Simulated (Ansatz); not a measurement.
WS₄, relaxed as a singlet with RKS PBE-D4/def2-SVP in Ansatz, starting from the GFN1-xTB geometry. Force threshold 0.02 eV/Å.

In the def2 sets W takes a core potential; there is no spin–orbit coupling. The structure comes from a short search, and lower isomers may exist.

Start:

```xyz
5

W    -0.100   -0.243   -0.199
S     0.267   -2.350    0.195
S    -1.178    0.070   -2.061
S     1.400    1.347    0.489
S    -0.389    1.175    1.577
```

```
         step  energy (eV)  largest force component (eV/Å)  SCF passes
            1  -45140.1063                           1.392          41
            2  -45140.2151                           0.411          34
            3  -45140.2560                           0.903          34
            4  -45140.3006                           0.396          23
            5  -45140.3270                           0.234          29
            6  -45140.3333                           0.112          29
            7  -45140.3341                           0.043          24
            8  -45140.3342                           0.013          25
            9  -45140.3342                           0.010          25
10 (rejected)  -45140.3098                           0.901          35
           11  -45140.3355                           0.038          24
           12  -45140.3448                           0.346          37
           13  -45140.3519                           0.310          35
14 (rejected)  -45140.3245                           0.276          35
           15  -45140.3645                           0.202          29
16 (rejected)  -45140.3640                           0.265          30
           17  -45140.3693                           0.042          25
18 (rejected)  -45140.3673                           0.089          30
           19  -45140.3698                           0.005          25
```

Force components are those of the run's own axes.

End:

```tsv
atom	x (Å)	y (Å)	z (Å)
W1	-0.363	-0.265	-0.130
S2	0.219	-2.307	0.220
S3	-0.887	0.088	-2.198
S4	1.194	1.400	0.261
S5	-0.162	1.085	1.847
```

By distances, no bond broke or formed. The bond that changes most is W1–S5, from 2.29 to 2.40 Å (atoms count from 1).

The force fell under the threshold at step 8, but the optimiser went on and released 0.036 eV more. No frequencies were taken in this run, so the end may be a saddle point.

Run time 22 s (4 threads of AMD EPYC 7R43 on a shared host).
